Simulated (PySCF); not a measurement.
C2H5FGaN.
Bonds: C1–C2, C2–N3 (triple), N3–Ga4, Ga4–F5. Hydrogens: H6, H7, H8 on C1; H9, H10 on Ga4.

Computed, not measured: PBE0-D3(BJ)/def2-SVP geometry optimisation, gas phase in PySCF.

Q: Give the optimised bond lengths and angles.

A: 
```tsv
bond	length (Å)	order
C1–C2	1.447	single
C2≡N3	1.151	triple
N3–Ga4	2.154	single
Ga4–F5	1.780	single
C1–H6, C1–H7, C1–H8	1.099	single
Ga4–H9, Ga4–H10	1.570	single
```

Bonds in one row agree within 0.01 Å and their mean is given. Orders are formal, as drawn. A selection of angles:
```tsv
angle	degrees
C2–C1–H6	109.9
H6–C1–H7	109.1
C1–C2–N3	179.4
C2–N3–Ga4	174.1
N3–Ga4–F5	93.9
N3–Ga4–H9	99.7
F5–Ga4–H9	113.7
H9–Ga4–H10	126.9
```

The 5 heavy atoms lie in one plane (0.003 Å rms). Ga4 (gallium bonded to F, N and 2 H) has angles from 93.9° to 126.9°.

No frequency check.
